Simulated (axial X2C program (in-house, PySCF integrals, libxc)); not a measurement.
CsCr: from the spin-free to the two-component result

All values were computed with an axial X2C code built on PySCF integrals. Spin-free means the one-electron spin-free X2C Hamiltonian; two-component (2c) means X2C with spin–orbit coupling and atomic mean-field two-electron Coulomb and Gaunt terms, so the difference of the two also holds small scalar two-electron terms. Basis: Cs dyall-cv3z [15s15p9d4f1g], Cr dyall-cv3z [9s10p6d3f2g] (cores contracted in-house); Gaussian nuclei, density fitting, unrestricted open shells. Masses: Cs 132.905 u, Cr 51.941 u.

Spin-free state: M_S = 5/2, Λ = 0 (beyond evenly filled blocks: σα, π+α, π-α, δ+α, δ-α); fragments Cs + Cr.

| level | Re (Å) | ωe (cm⁻¹) | De (eV) | μ (D) |
| --- | --- | --- | --- | --- |
| PBE0 | 3.571 | 79.0 | 0.580 | -6.14 |

Dipoles are positive if Cr is the positive end.

Two-component determinant lowest at the distance of the search:

Ω = 5/2 (⟨Sz⟩ = 2.50, ⟨Lz⟩ = 0.00 at PBE0); fragments Cs + Cr.

| level | Re (Å) | ωe (cm⁻¹) | De (eV) | μ (D) |
| --- | --- | --- | --- | --- |
| PBE0 | 3.570 | 79.1 | 0.580 | -6.12 |

From the two tables, how do the constants change at the PBE0 level (2c against spin-free)?

At the PBE0 level Re drops by 0.001 Å and ωe is unchanged to within 0.2 cm⁻¹; De changes by 0.000 eV.

The state is one determinant whose occupation by symmetry is held fixed; it was picked as the lowest of a PBE0 search that is not exhaustive. De is counted from the lowest determinant-based energies of the atoms at the same level, without counterpoise correction. Density functionals use the spin component along the axis (collinear). With several unpaired electrons one determinant need not be a pure state. This is the top spin component of a Σ state; components of lower Ω are not single determinants and can lie lower. The determinant is spin-polarised beyond a pure state at some levels (its spin-free form has ⟨S²⟩ too high), which makes Re and μ there less reliable.
